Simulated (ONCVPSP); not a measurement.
**What one change does to a pseudopotential (rhenium (Re), ONCV)**

- Element: Re (Z = 75)
- Generator: ONCVPSP 4.0.1
- Type: optimised norm-conserving Vanderbilt (ONCV)
- Functional: PBE
- Relativity: non-relativistic
- Frozen core: [Kr] 4d10 4f14
- Valence charge: 15
- Reference configuration: 5s2 5p6 5d5 6s1 (charge +1)
- Partial waves: 5s+6s: rc 1.80 bohr, ncon 4, nbas 7, qcut 7 1/bohr, 2 projectors; 5p: rc 1.25 bohr, ncon 4, nbas 7, qcut 5.3 1/bohr, 2 projectors, debl 0.6 Ha; 5d: rc 1.85 bohr, ncon 5, nbas 8, qcut 5.6 1/bohr, 2 projectors, debl 0.5 Ha; f scattering state at 0.04 Ha: rc 1.75 bohr, ncon 4, nbas 7, qcut 7.3 1/bohr, 2 projectors, debl 1.8 Ha
- Local potential: polynomial inside 1.25 bohr (lpopt 5, dvloc0 6 Ha)
- Core correction: polynomial model core, fcfact 0.7

In the p channel the program set the typed energies aside and used -1.893, 0.250 Ha. In the d channel the program set the typed energies aside and used -0.515, 0.250 Ha.

Change: scalar-relativistic. In the p channel the program set the typed energies aside and used -2.014, 0.250 Ha.

Cutoffs: the cutoffs (Ha) at which the residual kinetic energy of the hardest occupied pseudo-wave falls to 1 and 0.1 mHa per electron; they do not see the model core or the augmentation charge, which bear on the density cutoff. Errors are all-electron minus pseudo energies relative to the spin-unpolarised reference configuration.

Task: How do hardness, ghosts and transferability respond?

Result: The potential gets neither clearly harder nor softer (85 Ha and 99 Ha → 86 Ha and 100 Ha); the bound ghost in f disappears; the lowest positive-energy flag moves from s at 204.2 eV to f at 5.2 eV; of the 4 tests that both files solve, the error grows in 4 and shrinks in 0 by more than 15 % and 0.3 meV (median size 3.7 → 14.6 meV).

```csv
quantity,base,changed
"cutoff, loose",85 Ha,86 Ha
"cutoff, tight",99 Ha,100 Ha
loose cutoff by channel,"s 18 Ha, p 85 Ha, d 15 Ha","s 17 Ha, p 86 Ha, d 15 Ha"
bound ghosts,f,none
GHOST(+) flags under 300 eV,s at 204.2 eV,"f at 5.2 eV, p at 15.0 eV"
"error for 5s2 5p6 5d5 6s2, meV [ΔE -7.88 → -9.25 eV]",-0.6,+1.5
"error for 5s2 5p6 5d5 6s0, meV [ΔE 14.34 → 16.32 eV]",-1.5,-8.9
"error for 5s2 5p6 5d4 6s0, meV [ΔE 42.26 → 43.45 eV]",-6.0,-20
"error for 5s2 5p5 5d5 6s2, meV [ΔE 42.25 → 43.67 eV]",-25,-113
s: phases at 1.83 bohr within 0.05 rad from the reference energy up to (Ha; the scan ends near 5),to the end of the scan,to the end of the scan
p: phases at 1.27 bohr within 0.05 rad from the reference energy up to (Ha; the scan ends near 5),to the end of the scan,to the end of the scan
d: phases at 1.88 bohr within 0.05 rad from the reference energy up to (Ha; the scan ends near 5),to the end of the scan,to the end of the scan
f: phases at 1.77 bohr within 0.05 rad from the reference energy up to (Ha; the scan ends near 5),to the end of the scan,4.8
"rms error of d²Exc/dni dnj with the model core, mHa",1.15,1.72
```

 A true bound ghost makes a file unfit for plane-wave use even where its test errors are small: the radial tests pick states by their node count and pass the ghost by.
